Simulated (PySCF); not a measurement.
**UHF on B (boron, neutral)**

Configuration: [He] 2s1 2p2, high-spin 4P determinant (an excited configuration). Calculation: PySCF 2.14, in aug-cc-pCVQZ-DK (9s8p6d4f2g, 109 functions); scalar relativity by spin-free X2C-1e.

```json
{
 "Total energy": "-24.459053 hartree",
 "One-electron energy": "-32.2011 hartree",
 "Hartree (Coulomb) energy": "11.6333 hartree",
 "Exchange energy": "-3.8913 hartree",
 "⟨S²⟩": "3.7500",
 "⟨L²⟩": "2.013",
 "Sum of ⟨r⟩": "6.771 bohr",
 "Sum of ⟨r²⟩": "15.72 bohr²",
 "Traceless quadrupole moment −½Σ⟨3z² − r²⟩ along its main axis": "2.45 e·bohr²",
 "Langevin diamagnetic susceptibility": "-12.4 ×10⁻⁶ cm³/mol"
}
```

```tsv
shell	electrons	mean orbital energy (eV)	rms radius, mean of both spins (bohr)
1s α	1	-209.97	0.379
1s β	1	-208.00	0.379
2s α	1	-17.532	2.08
2p α	2	-9.697	2.36
```

Spin-orbit constants ζ (cm⁻¹) from the X2C one-electron operator on these orbitals: bare nucleus, nucleus screened by l(l+1)(2l+1)/3 electrons, and screened by the Breit-Pauli mean field of the electrons.

```json
{"shell": "2p", "bare": "23.76", "screened nucleus": "14.26", "mean field": "10.60"}
```

To first order the Landé constant is A = 3.533 cm⁻¹, so the lowest level has J = 1/2 and lies 0.00109 eV below the centre of the term. This holds in LS coupling only.
